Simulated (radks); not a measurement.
Values are calculated unless marked as measured or tabulated.
Kinetic energies: the exact non-interacting value of the Kohn-Sham orbitals and orbital-free approximations, as 100 (|E| - |E exact|)/|E exact|, negative where the magnitude is too small. Species: Mn2+ [Ar] 3d5; Ag+ [Kr] 4d10; Kr [Kr]; Si2+ [Ne] 3s2; Mn2+ [Ar] 3d5. Level of theory: non-relativistic Kohn-Sham, LDA (Slater exchange, Perdew-Wang correlation), spin-polarised, spherical densities, point nucleus (a radial shooting solver on a logarithmic mesh with Libxc functionals). Every spin shell is full or empty, so the densities are truly spherical. Functionals are evaluated on that one density, not self-consistently.

functional,Mn2+,Ag+,Kr,Si2+,Mn2+
exact (hartree),1146.37,5191.56,2747.81,286.650,1146.37
Thomas-Fermi,-6.63,-5.39,-5.88,-7.58,-6.63
von Weizsacker,-47.33,-57.64,-53.72,-36.59,-47.33
TF + vW,+46.05,+36.97,+40.40,+55.83,+46.05
TF + vW/9,-0.78,-0.68,-0.73,-0.53,-0.78
TF + vW/5,+3.91,+3.08,+3.38,+5.10,+3.91
LC94,-0.03,+0.07,+0.03,+0.14,-0.03
APBEK,+0.07,+0.12,+0.10,+0.27,+0.07
revAPBEK,+0.35,+0.31,+0.32,+0.66,+0.35
Perdew 92,-0.76,-0.67,-0.72,-0.52,-0.76
Thakkar,-0.40,-0.55,-0.49,-0.03,-0.40
Pearson,-1.34,-0.94,-1.07,-1.74,-1.34
LKT,+25.41,+19.61,+21.72,+32.29,+25.41
PG1,+20.27,+15.42,+17.15,+26.26,+20.27
DePristo-Kress,-0.10,-0.09,-0.09,0.00,-0.10
Ernzerhof,-0.32,-0.40,-0.40,+0.16,-0.32
